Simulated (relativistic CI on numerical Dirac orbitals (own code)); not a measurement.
Energy levels of Ir⁶⁰⁺

Calculated at this level of theory: Dirac-Coulomb-Breit CI, separate exchange-only KLI orbitals for each configuration, model QED (radiative potential, 1s self-energy scaled to tabulated hydrogen-like ionisation energies), unscaled Slater integrals (own radial code, finite nucleus).

CI space (outside the closed core [Ne]): 3s2 3p5, 3s2 3p4 3d, 3s 3p6, 3s 3p5 3d, 3s 3p4 3d2, 3p6 3d, 3s2 3p3 3d 4p, 3s 3p4 3d 4s, 3s2 3p4 4s, 3p6 4s, 3p6 4p, 3s2 3p4 4p, 3s2 3p3 3d2, 3s2 3p2 3d3, 3s 3p3 3d3, 3s2 3p2 3d2 4s, 3s2 3p2 3d2 4p. Double excitations out of closed p, d and f shells are left out; levels of such configurations are missing from the list, as are those of other unlisted configurations, and high levels can miss mixing partners.

The lowest level is 3s2 3p5 2P°_3/2, with 99 % of that term; Hund's rules for 3s2 3p5 give 2P° with J = 3/2, in agreement.

```
No.  Configuration  Term     J   E (eV)   %  Landé g      jj configuration (%)
  1        3s2 3p5   2P°   3/2    0.000  99    1.319              3p3/2^3 (99)
  2     3s2 3p4 3d    4D   3/2  248.353  35    1.164        3p3/2^2 3d3/2 (99)
  3     3s2 3p4 3d    4D   5/2  255.156  37    1.168        3p3/2^2 3d3/2 (97)
  4     3s2 3p4 3d    4P   1/2  255.978  51    1.730        3p3/2^2 3d3/2 (98)
  5     3s2 3p4 3d    2F   7/2  258.655  36    1.100        3p3/2^2 3d3/2 (99)
  6     3s2 3p4 3d    2D   3/2  279.304  63    0.837        3p3/2^2 3d3/2 (98)
  7     3s2 3p4 3d    2F   7/2  345.311  48    1.244        3p3/2^2 3d5/2 (99)
  8     3s2 3p4 3d    4F   9/2  347.570  68    1.249       3p3/2^2 3d5/2 (100)
  9     3s2 3p4 3d    2P   1/2  355.213  59    1.155        3p3/2^2 3d5/2 (98)
 10     3s2 3p4 3d    2D   5/2  378.319  55    1.204        3p3/2^2 3d5/2 (99)
 11     3s2 3p4 3d    2P   3/2  385.362  40    1.192        3p3/2^2 3d5/2 (97)
 12     3s2 3p4 3d    2D   5/2  389.734  57    1.177        3p3/2^2 3d5/2 (96)
 13        3s2 3p5   2P°   1/2  421.574  99    0.646        3p1/2 3p3/2^4 (99)
 14    3s2 3p3 3d2   4F°   3/2  512.823  29    0.878        3p3/2 3d3/2^2 (99)
 15    3s2 3p3 3d2   4F°   5/2  519.530  24    0.976        3p3/2 3d3/2^2 (97)
 16    3s2 3p3 3d2   4D°   1/2  520.041  47    0.188        3p3/2 3d3/2^2 (98)
 17    3s2 3p3 3d2   2G°   7/2  521.501  24    1.037        3p3/2 3d3/2^2 (98)
 18    3s2 3p3 3d2   2P°   3/2  546.730  20    1.385        3p3/2 3d3/2^2 (96)
 19    3s2 3p3 3d2   4G°   9/2  607.147  33    1.176    3p3/2 3d3/2 3d5/2 (99)
 20    3s2 3p3 3d2   2F°   7/2  611.847  22    1.198    3p3/2 3d3/2 3d5/2 (99)
 21    3s2 3p3 3d2   4D°   3/2  622.098  33    1.120    3p3/2 3d3/2 3d5/2 (97)
 22    3s2 3p3 3d2   4P°   1/2  622.415  45    1.695    3p3/2 3d3/2 3d5/2 (98)
 23    3s2 3p3 3d2   2F°   5/2  623.297  26    1.064    3p3/2 3d3/2 3d5/2 (98)
 24    3s2 3p3 3d2   4D°   5/2  624.175  25    1.442    3p3/2 3d3/2 3d5/2 (99)
 25    3s2 3p3 3d2   2H°  11/2  625.640  37    1.152    3p3/2 3d3/2 3d5/2 (96)
 26         3s 3p6    2S   1/2  627.152  73    1.937                   3s (73)
 27    3s2 3p3 3d2   2F°   7/2  630.065  28    1.124    3p3/2 3d3/2 3d5/2 (98)
 28    3s2 3p3 3d2   2G°   7/2  643.150  21    1.116    3p3/2 3d3/2 3d5/2 (94)
 29    3s2 3p3 3d2   2D°   5/2  644.081  27    1.184    3p3/2 3d3/2 3d5/2 (95)
 30    3s2 3p3 3d2   2P°   3/2  647.340  25    1.220    3p3/2 3d3/2 3d5/2 (96)
 31    3s2 3p3 3d2   2G°   9/2  651.957  38    1.070    3p3/2 3d3/2 3d5/2 (99)
 32    3s2 3p3 3d2   4F°   3/2  656.553  25    1.103    3p3/2 3d3/2 3d5/2 (96)
 33     3s2 3p4 3d    4D   1/2  657.797  78    0.246  3p1/2 3p3/2^3 3d3/2 (95)
 34    3s2 3p3 3d2   2F°   5/2  664.218  44    0.945    3p3/2 3d3/2 3d5/2 (98)
 35    3s2 3p3 3d2   2P°   1/2  666.271  46    0.678    3p3/2 3d3/2 3d5/2 (96)
 36     3s2 3p4 3d    4F   3/2  669.050  33    0.924  3p1/2 3p3/2^3 3d3/2 (97)
 37     3s2 3p4 3d    4F   5/2  677.312  50    0.979  3p1/2 3p3/2^3 3d3/2 (99)
 38     3s2 3p4 3d    2G   7/2  678.716  59    0.994  3p1/2 3p3/2^3 3d3/2 (99)
 39     3s2 3p4 3d    2D   5/2  712.117  46    1.114  3p1/2 3p3/2^3 3d3/2 (98)
 40     3s2 3p4 3d    2P   3/2  715.075  41    1.211  3p1/2 3p3/2^3 3d3/2 (97)
 41    3s2 3p3 3d2   4G°  11/2  718.165  39    1.199        3p3/2 3d5/2^2 (96)
 42     3s2 3p4 3d    2P   1/2  722.970  31    1.713  3p1/2 3p3/2^3 3d3/2 (79)
 43    3s2 3p3 3d2   2D°   5/2  724.162  27    1.212        3p3/2 3d5/2^2 (96)
 44    3s2 3p3 3d2   4D°   7/2  728.606  29    1.230        3p3/2 3d5/2^2 (97)
 45    3s2 3p3 3d2   4F°   9/2  731.392  40    1.211        3p3/2 3d5/2^2 (97)
```

Energies count from the lowest computed level; ° marks odd parity. Filled j subshells are mostly left out of the jj labels.

The mean weight of the leading LS term, summed over parents, in these 45 levels is 43 %, and that of the leading jj configuration (from the same eigenvectors) 97 %, so jj coupling describes them better and the LS labels are nominal.

At this charge energies of transitions that change n are usually good to better than 1 %, and those within a shell (Δn = 0) to a few per cent.

LS names give the leading component of a level, which can be under half, so a name can repeat, a term be missing and a line seem to break the LS rules.
